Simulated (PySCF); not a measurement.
Input for PySCF: R-B3LYP/6-31G* on Si2H6 (SMILES [SiH3][SiH3]) with ghost functions, monomers drawn apart or pushed together.

```python
from pyscf import gto, scf, dft, mp
from pyscf.data.elements import chemcore

mol = gto.M(
    atom='''
    Si    0.88116008   -0.64549153    3.63437499
    Si   -1.20216064    0.41378141    3.43301376
    H     1.97461991    0.32212976    3.38927786
    H     0.98252615   -1.76494248    2.67078560
    H     1.00797677   -1.18014901    5.01235845
    H    -1.31945469    1.54021138    4.38932822
    H    -2.30911362   -0.54214382    3.67372921
    H    -1.38702527    0.97176570    2.06475333
    ghost-Cl    1.04904831    0.64379955   -0.35193283
    ghost-H   -0.00385700    0.90673945    0.33811639
    ''',
    basis='6-31g*',
    cart=True,
    charge=0, spin=0, verbose=3, max_memory=1800)
mf = dft.RKS(mol, xc='b3lyp')
mf.conv_tol = 1e-8
mf.max_cycle = 100
mf.kernel()
if not mf.converged:
    mf = mf.newton().run(mf.mo_coeff, mf.mo_occ)
```

Output:

```
converged SCF energy = -582.582711943333
```

Self-consistency was reached.

Cost: very roughly 4 core-seconds.
